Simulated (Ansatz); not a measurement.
`C[CH](C)[Sn][F]` + `CNC` → `C[N](C)[Sn][F]` + `CCC` at 700 K and 1 bar (ligand exchange at the Sn–C bond).

Isolated molecules relaxed with PBE0-D4/def2-TZVP in Ansatz; ΔE leaves out vibrations. CBS: MP2 limit from def2 TZ/QZ plus the TZ coupled-cluster correction, frozen cores. def2 core potentials past Kr. For Sn outer-core shells are correlated without core-valence functions, which leaves a few kJ/mol of doubt a bond. Each species was taken in one conformer, which may not be the lowest.

```json
{"species": "`C[CH](C)[Sn][F]`", "CCSD(T)/CBS energy (Eh)": "-432.22802", "H − E (kJ/mol)": "328.1", "S (J/(mol·K))": "494.6"}
{"species": "`CNC`", "CCSD(T)/CBS energy (Eh)": "-135.00321", "H − E (kJ/mol)": "296.9", "S (J/(mol·K))": "352.4"}
{"species": "`C[N](C)[Sn][F]`", "CCSD(T)/CBS energy (Eh)": "-448.28993", "H − E (kJ/mol)": "295.2", "S (J/(mol·K))": "469.3"}
{"species": "`CCC`", "CCSD(T)/CBS energy (Eh)": "-118.98051", "H − E (kJ/mol)": "329.4", "S (J/(mol·K))": "356.3"}
```

H − E and S are ideal-gas, rigid-rotor, harmonic terms from PBE0-D4/def2-TZVP, for one conformer and one mirror image of each species. 1 Eh = 2625.50 kJ/mol, R = 8.31446 J/(mol·K).

Q: By hand: ΔE, ΔH, ΔS and ΔG.

A: ΔE = (-448.28993) + (-118.98051) − (-432.22802) − (-135.00321) = -0.03921 Eh = -102.9 kJ/mol. Δ(H − E) = 295.2 + 329.4 − 328.1 − 296.9 = -0.4, so ΔH = -103.3 kJ/mol. ΔS = 469.3 + 356.3 − 494.6 − 352.4 = -21.4 J/(mol·K). ΔG = -103.3 − 700 × (-21.4)/1000 = -88.3 kJ/mol.

Q: By hand: the equilibrium constant, and the temperature at which ΔG would vanish if ΔH and ΔS stayed fixed.

A: log₁₀ K = −ΔG/(RT ln 10) = 6.6. ΔG = 0 at ΔH/ΔS = 4827 K, far beyond where these terms or the molecules hold.

ΔH outweighs TΔS. A doubt of 5 kJ/mol in ΔE shifts log₁₀ K by 0.4 here. Other conformers and mirror images would add mixing entropy, several J/(mol·K) or more a flexible species. Modes under 60 cm⁻¹, often nearly free rotors, make the harmonic entropy too high. These are equilibria of isolated gas molecules and say nothing of rates. Largest T1 diagnostic: 0.017 (customary marks: 0.02 for closed shells, 0.045 for open ones).
